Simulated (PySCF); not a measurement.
Numbering as in the mapped SMILES `[CH3:1][O:2][C:3](=[O:4])[CH2:5][SiH3:6]`. Hydrogens are named by the atom that carries them.

Geometry: PBE0-D3(BJ)/def2-SVP; GIAO shifts from PySCF 2.14.0 with density-fitted response routines, gas phase, non-relativistic, averaged over equivalent atoms.

At BP86/pcSseg-1 (149 basis functions, 21 s wall time on 1 thread of an Arm Neoverse V1, shared host):
```csv
atoms,δ (ppm)
C3,172.0
C1,53.3
C5,18.9
O4,438.7
O2,200.3
Si6,-64.2
H(Si6),4.12
H(C1),3.59
H(C5),1.89
```

References, each an isolated molecule treated in the same way: ¹³C (σ = 179.74 ppm) and ²⁹Si (σ = 333.91 ppm) and ¹H (σ = 31.27 ppm) against TMS; ¹⁷O (σ = 332.56 ppm) vs H2O.

Problem. What do these become at PBE0/aug-cc-pVDZ?

Solution. 
| atoms | δ at PBE0/aug-cc-pVDZ | change |
| --- | --- | --- |
| C3 | 169.1 | -2.9 |
| C1 | 49.1 | -4.2 |
| C5 | 17.7 | -1.2 |
| O4 | 393.6 | -45.1 |
| O2 | 170.4 | -29.9 |
| Si6 | -58.9 | +5.3 |
| H(Si6) | 4.14 | +0.02 |
| H(C1) | 3.62 | +0.03 |
| H(C5) | 2.03 | +0.14 |

δ = σ(ref) − σ, references computed at the same level: TMS for ¹³C (σ = 195.12 ppm), ²⁹Si (σ = 416.72 ppm), ¹H (σ = 31.39 ppm); ¹⁷O (σ = 335.91 ppm) vs H2O.

The largest change is at O4 (ester carbonyl oxygen). Cost: 214 basis functions, 30 s wall time on 1 thread of an Arm Neoverse V1, shared host. The order of the carbon signals is the same at both levels.

Unscaled 17O shifts of doubly bonded oxygen tend to come out too high, by tens of ppm or more. Experimental scales use liquid or dissolved standards, which lie at an offset from isolated H2O (liquid H2O: subtract about 36 ppm).
